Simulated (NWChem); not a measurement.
Species: SiH$_{3}$I; SMILES [SiH3]I

def2 effective core potentials on I; no spin-orbit coupling.

Give the equilibrium geometry at PBE0/def2-SVP with def2 effective core potentials on I (NWChem) as a list of bonds and angles, with the point group.

point group C3v; any orientation.
Bonded distances (Å): Si1–I2 2.449, Si1–H3 1.489, Si1–H4 1.489, Si1–H5 1.489. Bond angles (°): I2–Si1–H3 108.6, I2–Si1–H4 108.6, I2–Si1–H5 108.6, H3–Si1–H4 110.4, H3–Si1–H5 110.4, H4–Si1–H5 110.4.
